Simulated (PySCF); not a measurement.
Compound: C4H5ClNSi (doublet state).
Geometry (GFN2-xTB, Å), atoms numbered from 1 in this order:
```xyz
12
C4H5ClNSi angstrom
C     -0.5838   -1.2483   -0.0158
C     -0.4206    0.2424   -0.1128
C     -1.4597    1.0351   -0.4210
Cl    -3.0407    0.4211   -0.7243
Si     1.2365    0.9864    0.1949
C      2.5896   -0.1682    0.5837
N      3.4511   -0.8967    0.8336
H     -0.8857   -1.6530   -0.9815
H     -1.3663   -1.4926    0.7018
H      0.3390   -1.7339    0.2911
H     -1.3956    2.1080   -0.5036
H      1.5373    2.3990    0.1278
```

The hyperfine couplings belong to this conformer and change with its torsions.

Identity: `C/C(=C\Cl)[SiH]C#N` [radical].

Theory: PySCF, UKS B3LYP, pcH-1 on C Cl H N Si, non-relativistic, mean-field spin-orbit, GIAO. One conformer (not necessarily the lowest) at the GFN2-xTB geometry, without solvent, vibrations or thermal averaging. The geometry wasn't refined by DFT: couplings that depend on bond lengths, twists or pyramidal angles can differ widely from those at the functional's own minimum, by a factor of two or more for some ions and for spin on atoms past the first row. The SCF solution wasn't tested for stability.

Principal values of hyperfine tensors in MHz (contact, dipolar and spin–orbit terms together), for some of the nuclei:

| atom | isotope | A1 | A2 | A3 |
| --- | --- | --- | --- | --- |
| Si5 | 29Si | -306.91 | -55.34 | -54.41 |
| H12 | 1H | -58.69 | -44.53 | -41.90 |
| C6 | 13C | -43.79 | -35.23 | -26.62 |
| C2 | 13C | -46.80 | -24.16 | -20.23 |
| C3 | 13C | 4.64 | 5.73 | 77.65 |
| H8 | 1H | -13.73 | -12.46 | -10.99 |
| H9 | 1H | -12.45 | -11.25 | -9.77 |
| N7 | 14N | -4.72 | -2.36 | 20.38 |

Problem. Split each tensor into its isotropic and traceless parts, and turn a_iso into mT with g = 2.0038.

Solution. a_iso is a third of the trace, T = A − a_iso, and a(mT) = a(MHz)/(g × 13.996). The tensors hold a spin–orbit part: the run splits a_iso into a_FC + a_SO, and T includes its anisotropic share.

| atom | a_iso (MHz) | a_FC | a_SO | a_iso (mT) | T1 | T2 | T3 |
| --- | --- | --- | --- | --- | --- | --- | --- |
| Si5 | -138.89 | -140.20 | 1.32 | -4.952 | -168.02 | 83.55 | 84.48 |
| H12 | -48.37 | -48.38 | 0.00 | -1.725 | -10.32 | 3.84 | 6.48 |
| C6 | -35.21 | -35.22 | 0.00 | -1.256 | -8.58 | -0.02 | 8.60 |
| C2 | -30.40 | -30.43 | 0.03 | -1.084 | -16.40 | 6.23 | 10.17 |
| C3 | 29.34 | 29.14 | 0.20 | 1.046 | -24.70 | -23.61 | 48.31 |
| H8 | -12.39 | -12.39 | 0.00 | -0.442 | -1.34 | -0.06 | 1.40 |
| H9 | -11.16 | -11.16 | 0.00 | -0.398 | -1.30 | -0.09 | 1.39 |
| N7 | 4.44 | 4.50 | -0.06 | 0.158 | -9.15 | -6.79 | 15.95 |

Problem. What spin density at the nucleus of Si5 lies behind its contact coupling (g_N = -1.11058)?

Solution. a_FC = 800.24 MHz bohr³ × g_N × ρ(0)/(2S). With a_FC = -140.20 MHz and 2S = 1, ρ(0) = 0.1578 bohr⁻³. The nuclear moment is negative, so coupling and spin density have opposite signs.

Problem. H11 (1H, g_N = 5.58569) isn't in the table. Its spin density at the nucleus is -0.004308 bohr⁻³. What is its contact coupling?

Solution. By the same relation, a_FC = -19.26 MHz. Its full tensor has the principal values -27.49, -21.07, -9.06 MHz.

Problem. Name the largest traceless tensor T of the table and describe it.

Solution. Si5: -168.0, 83.5, 84.5 MHz (the dipolar term alone has -166.8, 82.9, 83.9), axial, in the ratio +1:+1:−2, the form that spin in one p orbital centred on that nucleus gives (the nuclear moment is negative).

Problem. What first-order splitting does H12 cause when the field lies along A1, A2 or A3 of its tensor (g taken as isotropic, no quadrupole term)?

Solution. 2 lines (I = 1/2), spaced by |A_i|/(g × 13.996): 2.09, 1.59, 1.49 mT along the axes of A1, A2 and A3.
